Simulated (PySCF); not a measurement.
SMILES c1(cc(ccc1)O)O[SiH3] (C6H8O2Si) (GFN2-xTB optimised geometry):

```
17

O     -2.711    -1.866     0.000
C     -1.997    -0.710     0.000
C     -2.691     0.496     0.000
C     -1.988     1.684     0.000
C     -0.604     1.693     0.000
C      0.091     0.492     0.000
O      1.438     0.428     0.000
Si     2.621     1.542     0.003
C     -0.610    -0.710     0.000
H     -2.111    -2.621     0.001
H     -3.769     0.478     0.000
H     -2.525     2.621     0.000
H     -0.054     2.621     0.000
H      3.769     0.649     0.003
H      2.548     2.390    -1.190
H      2.545     2.388     1.196
H     -0.055    -1.639     0.000
```

Calculation: PySCF with CAM-B3LYP/def2-SVP.

Problem. What are the frontier orbital energies and the dipole moment?

Solution. HOMO-2 -10.41 eV, HOMO-1 -8.12 eV, HOMO -7.54 eV, LUMO 1.17 eV, LUMO+1 1.59 eV; dipole moment 1.10 D.

On the same geometry PBE/def2-SVP (PySCF) gives HOMO-2 -7.43 eV, HOMO-1 -5.75 eV, HOMO -5.25 eV, LUMO -0.83 eV, LUMO+1 -0.44 eV; dipole moment 1.06 D.

Meta-Löwdin charges at CAM-B3LYP/def2-SVP: O1 -0.44, C2 0.24, C3 -0.16, C4 -0.08, C5 -0.19, C6 0.24, O7 -0.56, Si8 0.77, C9 -0.20, H10 0.32, H11 0.11, H12 0.11, H13 0.10, H14 -0.11, H15 -0.13, H16 -0.13, H17 0.10.
